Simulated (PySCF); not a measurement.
# How methods differ on the excitation energy of Mn⁺

Mn⁺ [Ar] 3d5 4s1 (7S) → Mn⁺ [Ar] 3d4 4s1 5s1 (7D), as a difference of total energies. Computed with PySCF 2.14 in aug-cc-pVTZ with one added diffuse shell each of s, p, d, f, g type (9s8p6d4f3g, 118 functions), with the non-relativistic Hamiltonian (point nucleus). Correlated levels: valence: [Ar] frozen. The calculations carry no spin-orbit coupling.

| method | excitation energy (eV) |
| --- | --- |
| UHF | 15.695 |
| LDA | 17.258 |
| PBE | 16.855 |
| PBE0 | 16.748 |
| B3LYP | 16.737 |
| PBEsol | 17.011 |
| r2SCAN0 | 16.884 |
| MP2 (valence) | 16.485 |
| SCS-MP2 (valence) | 15.958 |

Q: How much does correlation contribute at MP2 (valence)?

A: 16.485 − (15.695) = 0.790 eV, measured against UHF.

A first-order spin-orbit estimate (lowest level to lowest level, LS coupling) adds -0.068 eV.

The upper state lies above the first ionisation limit, where it may autoionise and the basis confines it. A Rydberg-like electron needs more diffuse functions than a valence basis has.

The promoted electron is Rydberg-like, and one or two diffuse shells describe it only roughly, which tends to raise the upper state.
